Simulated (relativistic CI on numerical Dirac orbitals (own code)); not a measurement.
# Fe³⁺: resonant inelastic scattering at the M2,3 edge

Computed with this model: Dirac-Coulomb-Breit CI, orbitals from a KLI potential per configuration, QED by a radiative potential, valence Slater integrals scaled by 0.9, Kramers-Heisenberg scattering through one core-hole configuration in a parametric crystal field; configurations [Ar] 3d5 → [Ne] 3s2 3p5 3d6; 80 K; core-hole width 1.2 eV; summed over polarisations. Incident energies are the highest absorption maxima for each field (at most a few, so the weaker spin-orbit partner edge can be absent), on the computed scale of the free ion. Intensities are in per cent of the strongest line above 0.02 eV; levels within 1 cm⁻¹ are merged; final levels count from the ground level, the first row holds all elastic scattering, lines under 0.4 are left out and each table stops after 24 rows. The scale of the Slater integrals is a model choice and moves the terms in proportion.

Field parameters in Wybourne normalisation: D4h B²₀ = −7Ds, B⁴₀ = 21(Dq − Dt), B⁴₄ = 21√(5/14) Dq; Td as Oh with Dq negative (B⁴₀ = 21Dq, B⁴₄ = √(5/14) B⁴₀). The field is a parameter set, without covalency.

S is read from ⟨S²⟩ = S(S + 1).

Td, 10Dq = -10850 cm⁻¹:

| Final level (eV) | Degeneracy | Irrep | S | 60.2 eV |
| --- | --- | --- | --- | --- |
| 0.000 | 6 | Γ7+Γ8 | 2.50 | 422587.1 |
| 3.112 | 2 | Γ6 | 1.50 | 18.0 |
| 3.115 | 4 | Γ8 | 1.50 | 34.7 |
| 3.121 | 2 | Γ7 | 1.50 | 55.8 |
| 3.124 | 4 | Γ8 | 1.50 | 100.0 |
| 3.763 | 2 | Γ6 | 1.50 | 14.5 |
| 3.763 | 4 | Γ8 | 1.50 | 26.5 |
| 3.777 | 4 | Γ8 | 1.49 | 5.0 |
| 3.792 | 2 | Γ7 | 1.50 | 2.5 |
| 4.096 | 4 | Γ8 | 0.66 | 15.4 |
| 4.101 | 4 | Γ8 | 1.45 | 33.0 |
| 4.102 | 2 | Γ7 | 1.50 | 10.5 |
| 4.103 | 2 | Γ6 | 1.50 | 13.1 |
| 4.104 | 4 | Γ8 | 1.48 | 43.8 |
| 4.184 | 2 | Γ7 | 0.52 | 2.9 |
| 4.742 | 2 | Γ7 | 1.47 | 24.7 |
| 4.777 | 4 | Γ8 | 1.50 | 46.8 |
| 4.818 | 4 | Γ8 | 1.50 | 22.9 |
| 4.822 | 2 | Γ6 | 1.50 | 14.5 |
| 4.997 | 2 | Γ7 | 0.55 | 0.7 |
| 4.999 | 2 | Γ6 | 0.53 | 0.8 |
| 5.040 | 4 | Γ8 | 0.55 | 2.7 |
| 5.105 | 2 | Γ7 | 1.47 | 21.3 |
| 5.114 | 4 | Γ8 | 1.46 | 39.3 |

D4h, 10Dq = 14900, Ds = 2440, Dt = -610 cm⁻¹:

```tsv
Final level (eV)	Degeneracy	Irrep	S	60.5 eV
0.000	2	Γ7	2.50	550817.6
0.000	2	Γ7	2.50	7352.5
0.000	2	Γ6	2.50	4607.1
1.593	2	Γ7	0.62	19.4
1.846	2	Γ6	1.50	26.5
1.856	2	Γ6	1.50	42.1
1.870	2	Γ7	1.50	67.3
1.902	2	Γ7	1.44	74.6
2.589	2	Γ7	1.10	60.4
2.633	2	Γ6	1.42	100.0
2.642	2	Γ7	1.49	46.6
2.646	2	Γ7	1.49	57.4
2.650	2	Γ6	1.34	34.5
2.695	2	Γ6	1.49	31.8
2.746	2	Γ7	1.08	33.4
2.765	2	Γ6	0.91	20.7
3.364	2	Γ7	0.52	3.5
3.805	2	Γ7	0.57	3.4
3.824	2	Γ6	0.63	5.2
3.925	2	Γ6	1.49	20.4
3.925	2	Γ7	1.49	18.4
3.976	2	Γ6	1.50	22.3
3.987	2	Γ7	1.48	37.6
3.991	2	Γ6	1.47	33.8
```

Td, 10Dq = -10200 cm⁻¹:

```
Final level (eV)  Degeneracy  Irrep     S   60.3 eV
           0.000           6  Γ7+Γ8  2.50  399133.8
           3.187           2     Γ6  1.50      17.7
           3.190           4     Γ8  1.50      28.0
           3.196           2     Γ7  1.50      54.4
           3.199           4     Γ8  1.50     100.0
           3.804           2     Γ6  1.50      14.6
           3.804           4     Γ8  1.50      25.7
           3.820           4     Γ8  1.49       4.9
           3.834           2     Γ7  1.50       2.0
           4.101           4     Γ8  1.50      35.3
           4.102           2     Γ7  1.50      11.0
           4.103           2     Γ6  1.50      13.2
           4.104           4     Γ8  1.50      40.7
           4.240           4     Γ8  0.52       6.6
           4.326           2     Γ7  0.51       2.7
           4.764           2     Γ7  1.48      21.0
           4.797           4     Γ8  1.50      41.1
           4.838           4     Γ8  1.50      22.0
           4.843           2     Γ6  1.50      12.9
           5.067           4  Γ6+Γ7  0.58       2.9
           5.099           4     Γ8  1.07      20.0
           5.106           2     Γ7  1.49      21.7
           5.122           2     Γ6  1.44      20.5
           5.125           4     Γ8  1.08      19.6
```

For the first field the strongest loss at the lowest incident energy is the level at 3.12 eV (S = 1.50, against 2.50 in the thermal ground state). Levels of other spin, the first over 8 % at 3.11 eV, appear because spin-orbit coupling of the core hole, and in heavier ions of the valence shell too, mixes spins.
